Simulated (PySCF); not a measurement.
Structure with atom numbers: `[SiH3:1][CH2:2][AlH2-:3][Cl:4]`. Each H is labelled by its parent atom.

Geometry: PBE0-D3(BJ)/def2-SVP; GIAO absolute shieldings from PySCF 2.14.0 with density-fitted response routines, gas phase, non-relativistic, averaged over equivalent atoms.

At PBE0/pcSseg-1 (124 basis functions, 10 s wall time on 1 thread of an x86-64 server CPU, shared host):
| atoms | σ (ppm) |
| --- | --- |
| Si1 | 425.4 |
| C2 | 200.0 |
| Al3 | 431.3 |
| Cl4 | 1022.6 |
| H(Al3) | 27.19 |
| H(Si1) | 27.52 |
| H(C2) | 32.44 |

Q: Predict the values at WP04/pcSseg-2 on the same geometry.

A: 
| atoms | σ at WP04/pcSseg-2 | change |
| --- | --- | --- |
| Si1 | 393.7 | -31.7 |
| C2 | 184.7 | -15.3 |
| Al3 | 437.0 | +5.7 |
| Cl4 | 1021.7 | -0.9 |
| H(Al3) | 28.43 | +1.24 |
| H(Si1) | 28.36 | +0.84 |
| H(C2) | 32.75 | +0.31 |

The largest change is at Si1 (silicon bonded to C, 3 H). Cost: 263 basis functions, 26 s wall time on 1 thread of an x86-64 server CPU, shared host.
